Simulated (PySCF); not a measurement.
AlClH4O3Si, SMILES [O]([SiH2]Cl)[Al]([OH])[OH].

Geometry: PBE-D3(BJ)/def2-SVP. The structure was generated by enumeration; whether it is a known compound was not checked. Other conformers were not sampled.

These are PBE-D3(BJ)/def2-SVP run with PySCF values and carry that method's errors.

Frequencies are harmonic and unscaled.

Computed harmonic wavenumbers and intensities:
| mode | ν (cm⁻¹) | IR (km/mol) | moving atoms (share of kinetic energy) |
|---|---|---|---|
| 1 | 68 | 12.5 | Cl 55 %, O 22 %, Al 20 % |
| 2 | 76 | 2.4 | O 34 %, Si 27 %, H 20 %, Cl 18 % |
| 3 | 80 | 2.9 | O 71 %, Cl 11 %, H 11 % |
| 4 | 193 | 32.7 | O 51 %, Al 17 %, H 16 %, Si 13 % |
| 5 | 217 | 15.9 | O 36 %, Al 32 %, H 29 % |
| 6 | 239 | 31.9 | O 66 %, Al 18 %, H 15 % |
| 7 | 250 | 144.5 | H 68 %, O 27 % |
| 8 | 297 | 68.2 | H 83 %, O 14 % |
| 9 | 326 | 9.9 | O 32 %, Si 21 %, Cl 19 %, Al 19 %, H 8 % |
| 10 | 469 | 72.7 | Si 49 %, Cl 43 % |
| 11 | 574 | 113.3 | H 60 %, O 38 % |
| 12 | 584 | 7.5 | H 88 % |
| 13 | 615 | 98.1 | H 69 %, O 26 % |
| 14 | 623 | 129.2 | O 54 %, H 40 % |
| 15 | 670 | 42.6 | H 81 %, Si 10 %, O 9 % |
| 16 | 808 | 91.0 | H 41 %, O 32 %, Al 25 % |
| 17 | 868 | 259.6 | H 56 %, O 18 %, Al 13 %, Si 13 % |
| 18 | 929 | 110.8 | Al 49 %, O 42 %, H 8 % |
| 19 | 952 | 3.1 | H 70 %, O 23 % |
| 20 | 971 | 343.1 | O 49 %, Si 29 %, H 21 % |
| 21 | 2198 | 89.2 | H 98 % |
| 22 | 2211 | 113.9 | H 95 % |
| 23 | 3816 | 80.5 | H 94 % |
| 24 | 3824 | 67.2 | H 94 % |
